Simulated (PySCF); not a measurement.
PySCF job for C2H7F2NSi, SMILES N[SiH2]CC(F)F, PBE-D3(BJ)/def2-SVP. Geometry optimised at PBE-D3(BJ)/def2-SVP. A frequency run showed that this geometry is not a minimum. This is a generated structure with no PubChem entry under its InChIKey; it may be hypothetical. Other conformers were not sampled.

```python
import numpy as np
from pyscf import gto, scf, dft, df
from pyscf.hessian import thermo

mol = gto.M(
    atom='''
    N     2.82494718   -0.30186272   -0.03671466
    Si    1.21485905    0.35364625   -0.19389421
    C    -0.17920824   -0.86644838    0.31784193
    C    -1.58738083   -0.32581110    0.19989594
    F    -1.73428872    0.78921407    0.98902845
    F    -1.84319339    0.05013345   -1.09670230
    H     3.12880785   -1.03822069   -0.67825183
    H     3.20703284   -0.46851031    0.89729384
    H     1.13844120    1.56290239    0.69196761
    H     1.02281816    0.71852655   -1.63712329
    H    -0.09526634   -1.78125292   -0.30654926
    H    -0.00560899   -1.18159890    1.36870114
    H    -2.38200847   -1.05042522    0.49812095
    ''',
    basis='def2-SVP',
    charge=0,
    spin=0,
    max_memory=1600,
    verbose=3,
)
mf = dft.RKS(mol, xc='pbe').density_fit(auxbasis='def2-universal-jkfit')
mf.disp = 'd3bj'
mf.grids.level = 3
mf.conv_tol = 1e-11
mf.max_cycle = 100
mf.kernel()

# [left out here: the lines that compute and print the analytic Hessian (its translational invariance restored by hand, since the grid's response is missing), thermochemistry and intensities]
```

Output:

```
converged SCF energy = -623.528717711619

WARN: DFTD3 does not support analytical Hessian, using finite difference


WARN: Mole.unit (angstrom) is changed to Bohr

Mode                                 0                   1                   2
Irrep
Freq [cm^-1]                      -31.5659             89.0770            132.6609
Reduced mass [au]                   2.7967              4.9885              5.4996
Force const [Dyne/A]               -0.0016              0.0233              0.0570
Char temp [K]                     -45.4163            128.1620            190.8695
Normal mode                   x     y     z       x     y     z       x     y     z
       0   N                -0.01 -0.04 -0.11   -0.00 -0.03 -0.08    0.02 -0.10  0.03
       1  Si                 0.01  0.04  0.10   -0.00 -0.00 -0.01    0.08  0.05 -0.02
       2   C                 0.00  0.00  0.01    0.01  0.04  0.11    0.04  0.09 -0.03
       3   C                -0.00 -0.00 -0.00   -0.00 -0.00 -0.00   -0.01 -0.01  0.00
       4   F                 0.01  0.04 -0.06   -0.12 -0.03  0.02   -0.09 -0.03  0.01
       5   F                -0.01 -0.07 -0.02    0.12  0.04 -0.02   -0.09 -0.03  0.01
       6   H                -0.08  0.03 -0.22   -0.05 -0.02 -0.11   -0.04 -0.14  0.05
       7   H                 0.06 -0.16 -0.16    0.04 -0.05 -0.10   -0.04 -0.13  0.05
       8   H                 0.12 -0.10  0.29    0.06  0.04 -0.06    0.14  0.06 -0.03
       9   H                -0.09  0.26  0.17   -0.06 -0.06 -0.01    0.14  0.06 -0.03
      10   H                 0.02  0.03 -0.02    0.05 -0.02  0.20    0.07  0.09 -0.03
      11   H                -0.02 -0.03  0.00   -0.03  0.15  0.15    0.07  0.09 -0.04
      12   H                 0.00  0.02  0.04   -0.01 -0.04 -0.11    0.07 -0.08  0.03
Mode                                 3                   4                   5
Irrep
Freq [cm^-1]                      191.4650            213.6943            355.1163
Reduced mass [au]                   1.0401              4.3275              2.4598
Force const [Dyne/A]                0.0225              0.1164              0.1828
Char temp [K]                     275.4755            307.4585            510.9333
Normal mode                   x     y     z       x     y     z       x     y     z
       0   N                 0.00  0.01  0.04    0.12  0.08 -0.03   -0.00 -0.00 -0.00
       1  Si                -0.00 -0.00 -0.01    0.05 -0.08  0.02    0.00  0.01  0.02
       2   C                 0.00  0.00  0.00   -0.03 -0.01  0.00    0.00  0.03  0.08
       3   C                 0.00  0.00  0.01   -0.04  0.02 -0.01   -0.00 -0.03 -0.07
       4   F                -0.00  0.01 -0.00   -0.07  0.02 -0.01    0.09 -0.06 -0.01
       5   F                 0.00 -0.01  0.01   -0.07  0.02  0.00   -0.09  0.04 -0.04
       6   H                 0.20  0.49 -0.41    0.22  0.15 -0.07   -0.03  0.01 -0.02
       7   H                -0.22 -0.63  0.02    0.22  0.15 -0.06    0.03 -0.02 -0.02
       8   H                -0.16  0.04 -0.09    0.02 -0.08  0.03    0.02  0.06 -0.05
       9   H                 0.15 -0.09 -0.05    0.02 -0.09  0.02   -0.02 -0.08 -0.00
      10   H                -0.00 -0.01  0.03   -0.08 -0.02  0.01    0.15 -0.14  0.36
      11   H                 0.01  0.03  0.01   -0.08 -0.02  0.01   -0.12  0.34  0.20
      12   H                 0.00  0.01  0.02   -0.02  0.00 -0.00   -0.00 -0.03 -0.08
Mode                                 6                   7                   8
Irrep
Freq [cm^-1]                      370.7357            458.1808            491.1645
Reduced mass [au]                   1.3465              1.1334              8.5308
Force const [Dyne/A]                0.1090              0.1402              1.2125
Char temp [K]                     533.4061            659.2201            706.6764
Normal mode                   x     y     z       x     y     z       x     y     z
       0   N                -0.10 -0.08  0.03   -0.00 -0.01 -0.02    0.02  0.01 -0.00
       1  Si                 0.00  0.01 -0.00    0.00  0.02  0.06    0.01  0.01 -0.00
       2   C                 0.01  0.02 -0.01   -0.00  0.00  0.01   -0.09  0.05 -0.01
       3   C                 0.01 -0.00  0.00   -0.00 -0.00 -0.01   -0.07  0.05 -0.02
       4   F                 0.00 -0.00  0.00    0.01 -0.01 -0.01    0.04 -0.01  0.13
       5   F                 0.00 -0.00 -0.00   -0.01  0.00 -0.01    0.03 -0.09 -0.10
       6   H                 0.43  0.37 -0.20   -0.20 -0.04 -0.08    0.02  0.00 -0.00
       7   H                 0.43  0.40 -0.12    0.19 -0.03 -0.10    0.02  0.00 -0.00
       8   H                 0.01  0.01  0.00    0.00  0.35 -0.41    0.06  0.01 -0.00
       9   H                 0.01  0.00 -0.01   -0.03 -0.53 -0.09    0.06  0.01 -0.01
      10   H                 0.04  0.03 -0.01    0.07  0.19 -0.25   -0.10  0.05 -0.01
      11   H                 0.04  0.02 -0.01   -0.09 -0.30 -0.07   -0.10  0.05 -0.01
[...]
       1  Si                 0.02 -0.00 -0.00    0.00  0.00 -0.00    0.00  0.00  0.00
       2   C                -0.18 -0.04  0.02   -0.02 -0.03  0.01    0.00  0.01  0.03
       3   C                 0.12 -0.01 -0.00   -0.11  0.09 -0.03   -0.01 -0.04 -0.11
       4   F                -0.01  0.01  0.00    0.02 -0.00 -0.00   -0.01 -0.01  0.01
       5   F                -0.01  0.00 -0.00    0.02 -0.00 -0.00    0.01  0.02 -0.00
       6   H                -0.01 -0.00  0.00   -0.01  0.01 -0.01    0.00  0.00 -0.00
       7   H                -0.01 -0.00  0.00   -0.01  0.01  0.00   -0.00 -0.00  0.00
       8   H                -0.06 -0.00 -0.00   -0.01 -0.01  0.02   -0.00  0.00 -0.00
       9   H                -0.06  0.00  0.01   -0.01 -0.02 -0.01    0.00 -0.00 -0.00
      10   H                 0.35  0.17 -0.19    0.15 -0.09  0.11   -0.14  0.02 -0.01
      11   H                 0.36  0.24  0.01    0.14 -0.14 -0.04    0.14 -0.02 -0.01
      12   H                 0.13 -0.02 -0.00    0.54 -0.55  0.17    0.04  0.29  0.82
Mode                                24                  25                  26
Irrep
Freq [cm^-1]                     1367.1436           1495.6760           2180.0700
Reduced mass [au]                   1.1641              1.1118              1.0288
Force const [Dyne/A]                1.2820              1.4654              2.8809
Char temp [K]                    1967.0153           2151.9448           3136.6353
Normal mode                   x     y     z       x     y     z       x     y     z
       0   N                -0.00 -0.00  0.00   -0.07  0.05 -0.02   -0.00  0.00 -0.00
       1  Si                 0.00 -0.00  0.00    0.01  0.00 -0.00    0.00 -0.03  0.01
       2   C                 0.06 -0.07  0.02   -0.00 -0.00  0.00    0.00  0.00 -0.00
       3   C                -0.05  0.00  0.00   -0.00  0.00 -0.00    0.00 -0.00  0.00
       4   F                 0.01  0.00 -0.00    0.00 -0.00 -0.00   -0.00  0.00  0.00
       5   F                 0.01  0.00 -0.00    0.00 -0.00  0.00   -0.00  0.00 -0.00
       6   H                 0.00  0.00  0.00    0.40 -0.22  0.49    0.00 -0.01  0.01
       7   H                 0.00 -0.00 -0.00    0.36 -0.50 -0.26    0.00 -0.01 -0.00
       8   H                -0.00  0.01 -0.00   -0.02 -0.01 -0.00   -0.04  0.56  0.41
       9   H                -0.00  0.01 -0.00   -0.02 -0.01  0.01   -0.09  0.16 -0.67
      10   H                -0.21  0.29 -0.53    0.00 -0.00  0.01   -0.00 -0.00  0.00
      11   H                -0.17  0.57  0.24    0.00 -0.01 -0.00   -0.00 -0.00  0.00
      12   H                 0.09 -0.15  0.05    0.01 -0.01  0.00   -0.01  0.00 -0.00
Mode                                27                  28                  29
Irrep
Freq [cm^-1]                     2189.9086           2953.6394           2990.6836
Reduced mass [au]                   1.0530              1.0858              1.0635
Force const [Dyne/A]                2.9752              5.5809              5.6042
Char temp [K]                    3150.7909           4249.6295           4302.9279
Normal mode                   x     y     z       x     y     z       x     y     z
       0   N                 0.00  0.00  0.00   -0.00 -0.00  0.00    0.00 -0.00  0.00
       1  Si                 0.00  0.01  0.04    0.00  0.00 -0.00   -0.00 -0.00  0.00
       2   C                 0.00  0.00  0.00   -0.00  0.01 -0.00   -0.02  0.06 -0.02
       3   C                 0.00  0.00  0.00   -0.06 -0.05  0.02    0.01  0.01 -0.00
       4   F                -0.00 -0.00 -0.00    0.00 -0.00 -0.00   -0.00 -0.00  0.00
       5   F                 0.00  0.00 -0.00    0.00  0.00  0.00   -0.00 -0.00 -0.00
       6   H                 0.00  0.00  0.00    0.00  0.00  0.00    0.00 -0.00 -0.00
       7   H                -0.00 -0.00  0.00    0.00  0.00 -0.00    0.00  0.00  0.00
       8   H                 0.04 -0.56 -0.40   -0.00 -0.00 -0.00    0.00 -0.00 -0.00
       9   H                -0.09  0.17 -0.66   -0.00 -0.00  0.00    0.00 -0.00  0.00
      10   H                 0.00  0.01  0.00    0.01 -0.11 -0.08    0.05 -0.54 -0.39
      11   H                -0.00 -0.00  0.00    0.02 -0.03  0.13    0.11 -0.18  0.64
      12   H                -0.00 -0.00 -0.00    0.67  0.60 -0.25   -0.14 -0.12  0.05
Mode                                30                  31                  32
Irrep
Freq [cm^-1]                     3047.4355           3490.7712           3585.5752
Reduced mass [au]                   1.1026              1.0500              1.0952
Force const [Dyne/A]                6.0330              7.5384              8.2961
Char temp [K]                    4384.5812           5022.4426           5158.8444
Normal mode                   x     y     z       x     y     z       x     y     z
       0   N                -0.00 -0.00 -0.00   -0.04  0.04 -0.01    0.00  0.03  0.07
       1  Si                 0.00  0.00  0.00    0.00  0.00 -0.00    0.00  0.00  0.00
       2   C                 0.00  0.03  0.08    0.00 -0.00  0.00   -0.00 -0.00 -0.00
       3   C                 0.00  0.00  0.00   -0.00  0.00 -0.00    0.00  0.00  0.00
       4   F                 0.00 -0.00 -0.00    0.00 -0.00 -0.00   -0.00  0.00  0.00
       5   F                -0.00  0.00 -0.00    0.00 -0.00  0.00    0.00  0.00  0.00
       6   H                 0.00  0.00 -0.00    0.20 -0.48 -0.45    0.21 -0.48 -0.42
       7   H                -0.00 -0.00 -0.00    0.26 -0.09  0.63   -0.26  0.11 -0.61
       8   H                -0.00 -0.00 -0.00   -0.00 -0.00 -0.00   -0.00 -0.00 -0.00
       9   H                 0.00  0.00 -0.00   -0.00 -0.00  0.00   -0.00 -0.00 -0.00
      10   H                 0.05 -0.55 -0.37   -0.00  0.00  0.00   -0.00  0.00  0.00
      11   H                -0.11  0.20 -0.63   -0.00 -0.00 -0.00    0.00 -0.00  0.00
      12   H                -0.00 -0.00 -0.00    0.00 -0.00 -0.00   -0.00 -0.00 -0.00
temperature 298.1500 [K]
pressure 101325.00 [Pa]
Rotational constants [GHz] 5.85829 1.37310 1.30495
Symmetry number 1
Zero-point energy (ZPE) 0.09091 [Eh]   238677.958 [J/mol]
                           tot       elec      trans        rot        vib
Entropy [J/mol/K]       354.683      0.000    167.500    116.388     70.795
Cv [J/mol/K]            112.424      0.000     12.472     12.472     87.481
Cp [J/mol/K]            120.739      0.000     20.786     12.472     87.481
Internal energy [J/mol]                      3718.434   3718.434 250858.512
Internal energy [Eh]   -623.43034  -623.52872
Enthalpy [J/mol]                             6197.391   3718.434 250858.512
Enthalpy [Eh]          -623.42939
Gibbs free energy [J/mol]                  -43742.839 -30982.688 229750.977
Gibbs free energy [Eh] -623.46967
mode   freq/cm-1   IR/(km/mol)
   1      -31.57         0.897
   2       89.08         0.040
   3      132.66         0.346
   4      191.46        15.201
   5      213.69        10.546
   6      355.12         0.783
   7      370.74       214.087
   8      458.18        12.236
   9      491.16         3.662
  10      585.21        10.327
  11      643.70         5.331
  12      712.33        56.043
  13      821.83        23.744
  14      829.04         3.452
  15      861.34       171.421
  16      881.78        60.726
  17      883.13        28.924
  18      921.53        24.855
  19      995.52       143.433
  20     1118.31       101.557
  21     1160.59        47.609
  22     1208.45       112.558
  23     1331.87        63.903
  24     1346.22        20.783
  25     1367.14        26.268
  26     1495.68        29.948
  27     2180.07        80.430
  28     2189.91       117.562
  29     2953.64        74.001
  30     2990.68         8.305
  31     3047.44         3.946
  32     3490.77        19.886
  33     3585.58        21.319
max |gradient| / (hartree/bohr): 0.0001361764225642511
APT charges: [-0.7608  1.3111 -0.4349  1.1252 -0.4986 -0.4987  0.1713  0.1714 -0.2528
 -0.253   0.0096  0.0097 -0.0993]
```

Self-consistency was reached. The end point has an imaginary mode, so it is no minimum.

Cost: about 4 core-minutes (a rough figure).
